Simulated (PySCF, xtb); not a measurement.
1,1-difluoroethane (C2H4F2), SMILES CC(F)F.

GFN2-xTB (xtb) at its own geometry gives an orbital gap of 13.59 eV and a dipole moment of 2.90 D.

Geometry optimised at PBE0-D3(BJ)/def2-SVP.

### Question
What does B3LYP/def2-TZVPD (PySCF) give? (An estimate is asked for; the answer gives what the named calculation found.)

### Answer
gap 9.53 eV (levels -9.44 and 0.09 eV), dipole 2.19 D.
